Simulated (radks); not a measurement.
Values are calculated unless marked as measured or tabulated.
Neutral zirconium: order these configurations by energy. Level of theory: scalar-relativistic Kohn-Sham, PBEsol, spin-polarised, spherical densities, finite nucleus; Fermi nuclear charge, rms radius of each element as measured or else 0.836 A^(1/3) + 0.57 fm (a radial shooting solver on a logarithmic mesh with Libxc functionals). Open shells are filled with parallel spins first. [Kr] 4d1 5s2 5p1; [Kr] 4d2 5s1 5p1; [Kr] 4d2 5s2; [Kr] 4d3 5p1; [Kr] 4d3 5s1; [Kr] 4d4.

Answer. From the lowest, in eV above it: [Kr] 4d3 5s1 0.000; [Kr] 4d2 5s2 0.178; [Kr] 4d4 1.687; [Kr] 4d2 5s1 5p1 2.097; [Kr] 4d3 5p1 2.987; [Kr] 4d1 5s2 5p1 3.402.
